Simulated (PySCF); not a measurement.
Species: C4H8F2O2.
Bonds: C1–O2, O2–C3, C3–O4, O4–C5, C3–C6, C6–F7, C6–F8. Hydrogens: H9, H10, H11 on C1; H12 on C3; H13, H14, H15 on C5; H16 on C6.

The same species was optimised twice, with GFN2-xTB and with PBE0-D3(BJ)/def2-SVP (PySCF), and the same property calculations (PySCF, gas phase) were run on both structures.

```json
{"coordinate": "C3–C6 (Å)", "GFN2-xTB": "1.549", "PBE0-D3(BJ)/def2-SVP": "1.526", "change": "-0.023"}
{"coordinate": "C1–O2 (Å)", "GFN2-xTB": "1.419", "PBE0-D3(BJ)/def2-SVP": "1.403", "change": "-0.016"}
{"coordinate": "O2–C3 (Å)", "GFN2-xTB": "1.384", "PBE0-D3(BJ)/def2-SVP": "1.372", "change": "-0.012"}
{"coordinate": "O4–C5 (Å)", "GFN2-xTB": "1.412", "PBE0-D3(BJ)/def2-SVP": "1.402", "change": "-0.010"}
{"coordinate": "C3–O4 (Å)", "GFN2-xTB": "1.394", "PBE0-D3(BJ)/def2-SVP": "1.388", "change": "-0.006"}
{"coordinate": "C3–O4–C5 (°)", "GFN2-xTB": "114.6", "PBE0-D3(BJ)/def2-SVP": "116.4", "change": "+1.8"}
{"coordinate": "O4–C3–C6 (°)", "GFN2-xTB": "113.4", "PBE0-D3(BJ)/def2-SVP": "112.2", "change": "-1.2"}
{"coordinate": "O2–C3–C6 (°)", "GFN2-xTB": "105.9", "PBE0-D3(BJ)/def2-SVP": "106.3", "change": "+0.4"}
{"coordinate": "C1–O2–C3 (°)", "GFN2-xTB": "114.1", "PBE0-D3(BJ)/def2-SVP": "114.3", "change": "+0.2"}
{"coordinate": "O2–C3–O4 (°)", "GFN2-xTB": "110.1", "PBE0-D3(BJ)/def2-SVP": "110.1", "change": "0.0"}
{"coordinate": "C1–O2–C3–O4 (°)", "GFN2-xTB": "61", "PBE0-D3(BJ)/def2-SVP": "63", "change": "+2"}
{"coordinate": "O2–C3–O4–C5 (°)", "GFN2-xTB": "-172", "PBE0-D3(BJ)/def2-SVP": "-156", "change": "+16"}
{"coordinate": "O2–C3–C6–F7 (°)", "GFN2-xTB": "145", "PBE0-D3(BJ)/def2-SVP": "168", "change": "+23"}
```

Rotational constants: A = 2714, B = 1541, C = 1234 MHz (GFN2-xTB) against A = 2624, B = 1648, C = 1234 MHz (PBE0-D3(BJ)/def2-SVP). Point groups within 0.08 Å: C1 and C1. Atoms that the bonding makes alike are paired by their places after alignment. End groups have turned between the structures, so F7, F8, H16 are left out of the comparison.

On the GFN2-xTB structure: HOMO (eV) -7.81 [PBE0/pcSseg-1]; LUMO (eV) 1.50 [PBE0/pcSseg-1]; dipole (D) 2.35 [PBE0/pcSseg-1]; GIAO shielding of C1/C5 (mean) (ppm) 129.7 [PBE0/pcSseg-1]; GIAO shielding of O2/O4 (mean) (ppm) 280.1 [PBE0/pcSseg-1]; GIAO shielding of C3 (ppm) 77.9 [PBE0/pcSseg-1]; GIAO shielding of C6 (ppm) 63.6 [PBE0/pcSseg-1]; GIAO shielding of F7/F8 (mean) (ppm) 314.1 [PBE0/pcSseg-1].

Task: What do these properties become on the PBE0-D3(BJ)/def2-SVP structure?

Result: 
```tsv
property	level	on GFN2-xTB	on PBE0-D3(BJ)/def2-SVP	change
HOMO (eV)	PBE0/pcSseg-1	-7.81	-7.82	-0.01
LUMO (eV)	PBE0/pcSseg-1	1.50	1.39	-0.11
dipole (D)	PBE0/pcSseg-1	2.35	2.93	+0.58
energy, GFN2-xTB geometry as zero (kcal/mol)	PBE0/pcSseg-1	0.0	-0.6	-0.6
GIAO shielding of C1/C5 (mean) (ppm)	PBE0/pcSseg-1	129.7	128.0	-1.7
GIAO shielding of O2/O4 (mean) (ppm)	PBE0/pcSseg-1	280.1	287.1	+7.0
GIAO shielding of C3 (ppm)	PBE0/pcSseg-1	77.9	79.6	+1.7
GIAO shielding of C6 (ppm)	PBE0/pcSseg-1	63.6	65.8	+2.2
GIAO shielding of F7/F8 (mean) (ppm)	PBE0/pcSseg-1	314.1	324.0	+9.9
```

The heavy atoms differ by 0.250 Å rms after alignment (one structure mirrored). Among the bonds compared C3–C6 changes most (-0.023 Å). Changes are differences of the printed values. Neither structure is proved a minimum here.

Shape of the structure used: `[CH3:1][O:2][CH:3]([O:4][CH3:5])[CH:6]([F:7])[F:8]`: C1–O2–C3–O4 63°, O2–C3–O4–C5 -156°, O2–C3–C6–F7 168°.
